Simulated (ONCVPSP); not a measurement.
Before and after: ONCV potential for Ti (Z = 22)

titanium (Ti), optimised norm-conserving Vanderbilt (ONCV), made with ONCVPSP 4.0.1 (PBE, scalar-relativistic). Core [Ar], reference 3d2 4s1.5 4p0.5. Waves: 4s: rc 2.40 bohr, ncon 3, nbas 7, qcut 2.5 1/bohr, 2 projectors, debl 0.5 Ha; 4p: rc 4.00 bohr, ncon 4, nbas 7, qcut 1.9 1/bohr, 2 projectors, debl 0.3 Ha; 3d: rc 1.70 bohr, ncon 5, nbas 10, qcut 9.4 1/bohr, 3 projectors, debl 3.8 Ha. Local part: polynomial inside 1.65 bohr (lpopt 5, dvloc0 3 Ha). Core correction: Teter function fitted to the true core (icmod 2), fcfact 0.4.

All-electron outer shells of the reference configuration (PBE, scalar-relativistic, ld1.x):

```
shell  level (eV)  outermost node (bohr)  outermost maximum (bohr)
   3s      -63.32                   0.40                      0.87
   3p      -39.55                   0.37                      0.90
   3d       -4.89                      –                      0.98
   4s       -4.86                   1.24                      2.88
   4p       -1.79                   1.38                      3.75
```

Change: p: rc 3.42.

Cutoffs: the cutoffs (Ha) at which the residual kinetic energy of the hardest occupied pseudo-wave falls to 1 and 0.1 mHa per electron; they do not see the model core or the augmentation charge, which bear on the density cutoff. Errors are all-electron minus pseudo energies relative to the spin-unpolarised reference configuration.

Question: Predict the effect on cutoff, ghosts and configuration errors.

Answer: The potential gets neither clearly harder nor softer (34 Ha and 38 Ha → 34 Ha and 38 Ha); the d channel sets the loose cutoff, while the largest relative change is in p, which becomes harder; of the 4 tests that both files solve, the error grows in 1 and shrinks in 2 by more than 15 % and 0.3 meV (median size 2.7 → 4.5 meV); neither file shows a bound ghost.

```csv
quantity,base,changed
"cutoff, loose",34 Ha,34 Ha
"cutoff, tight",38 Ha,38 Ha
loose cutoff by channel,"s 2.6 Ha, p 0.8 Ha, d 34 Ha","s 2.6 Ha, p 1.0 Ha, d 34 Ha"
bound ghosts,none,none
GHOST(+) flags under 300 eV,s at 36.7 eV,s at 36.7 eV
"error for 3d2 4s2 4p0, meV [ΔE -1.52 eV]",+1.2,+0.5
"error for 3d2 4s1 4p0, meV [ΔE 5.83 eV]",-2.4,-0.9
"error for 3d2 4s0 4p0, meV [ΔE 19.40 eV]",+3.0,+8.1
"error for 3d1 4s2 4p0, meV [ΔE 8.23 eV]",-226,-221
s: phases at 2.43 bohr within 0.05 rad from the reference energy up to (Ha; the scan ends near 5),1.2,1.2
d: phases at 1.73 bohr within 0.05 rad from the reference energy up to (Ha; the scan ends near 5),to the end of the scan,to the end of the scan
"rms error of d²Exc/dni dnj with the model core, mHa",6.46,6.46
```
